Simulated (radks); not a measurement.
Results of a calculation; reference values are marked as such.
Valence configurations of O II (all share [He]). Code: a radial shooting solver on a logarithmic mesh with Libxc functionals. Model: non-relativistic Kohn-Sham, TPSS, spin-polarised, spherical densities, point nucleus; open shells are filled with parallel spins first; meta-GGA in the generalised Kohn-Sham scheme. Energies are relative to 2s2 2p3; eigenvalues in eV for spin up.

valence,E (eV),moment (Bohr magnetons),e(2p),e(2s)
2s2 2p3,0.000,3,-26.638,-42.367
2s1.5 2p3.5,7.805,3,-26.830,-42.627
2s1 2p4,15.472,3,-27.000,-42.865
2s0.5 2p4.5,26.153,2,-26.441,-42.181
2p5,35.610,1,-25.691,-

NIST lists [He] 2s2 2p3 as the ground configuration; this level of theory agrees among the configurations tried. The energies are those of spherical high-spin densities, not of single terms.
